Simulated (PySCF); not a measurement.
I (iodine, neutral) across methods

[Kr] 4d10 5s1 5p5 6s1, high-spin 4P determinant (an excited configuration). All numbers are calculated (PySCF 2.14, a scalar-relativistic core potential, in aug-cc-pVDZ-PP with ECP28MDF).

```
method  E (hartree)  mean ε 5p α (eV)  mean ε 5p β (eV)  mean ε 6s α (eV)  Σ⟨r²⟩ (bohr²)   ⟨S²⟩
revPBE    -295.0649           -11.149            -9.581            -1.740          78.52  3.751
 B3LYP    -295.1021           -12.158           -10.406            -2.057          78.66  3.752
   M06    -295.0642           -12.319           -10.443            -1.972          79.00  3.753
   UHF   -293.97023           -15.910           -11.828            -3.057          80.25  3.761
   PBE    -295.0056           -11.169            -9.636            -1.771          78.46  3.751
 TPSSh    -294.9144           -11.864           -10.029            -1.869          78.77  3.752
r2SCAN    -295.1251           -11.744            -9.841            -1.851          78.93  3.754
  PBE0    -295.0180           -12.567           -10.506            -2.210          78.72  3.752
   LDA    -294.5907           -11.265            -9.846            -1.890          78.25  3.751
```

Energies and moments cover only the electrons outside the core potential. The outer electron is Rydberg-like, and this basis confines it to a smaller radius and binds it less than a complete one would.
